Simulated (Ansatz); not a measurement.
Reaction: C2H3B (SMILES BC#C) → C2H2B (SMILES C#C[BH], doublet) + H (doublet) (the B-H bond breaks)
Each species at its own B3LYP-D3(BJ)/def2-TZVP minimum (Ansatz, an electronic-structure program).

Total energies in hartree (Ansatz). UHF or UKS for unpaired electrons; spin-orbit terms are left out. Correlated methods leave the cores frozen. No relativity. For partners of very few electrons the exact lower level stands in for a higher one. The UHF reference of C2H2B ([BH]C#C, doublet) is spin-contaminated (<S^2> up to 0.18 over the pure value in the sets run).

```tsv
species	HF/cc-pVTZ	CCSD(T)/cc-pVTZ	HF/cc-pVQZ	CCSD(T)/cc-pVQZ	CCSDT(Q)/cc-pVTZ
1: C2H3B (SMILES C(B)#C)	-102.12497	-102.56758	-102.13150	-102.59558	-102.56944
2: C2H2B (SMILES C([BH])#C, doublet)	-101.48905	-101.89827	-101.49536	-101.92516	-101.90098
3: H (doublet)	-0.49981	-0.49981	-0.49995	-0.49995	-0.49981
```

Task: Work out the bond dissociation energy (electronic) in kcal/mol: take Hartree-Fock from cc-pVQZ, extrapolate the CCSD(T) correlation energy as X^-3 (X = 3, 4), and add CCSDT(Q) - CCSD(T) in cc-pVTZ. 1 hartree = 627.51 kcal/mol.

Result: 
Species 1: correlation (64·(-0.46408) - 27·(-0.44261))/37 = -0.47975; step -0.00186; E1 = -102.13150 + (-0.47975) + (-0.00186) = -102.61311
Species 2: correlation (64·(-0.42980) - 27·(-0.40922))/37 = -0.44482; step -0.00271; E2 = -101.49536 + (-0.44482) + (-0.00271) = -101.94289
Species 3: correlation (64·(0.00000) - 27·(0.00000))/37 = 0.00000; step +0.00000; E3 = -0.49995 + (0.00000) + (+0.00000) = -0.49995
-1·E1 +1·E2 +1·E3 = 0.17027 hartree = 106.8 kcal/mol.
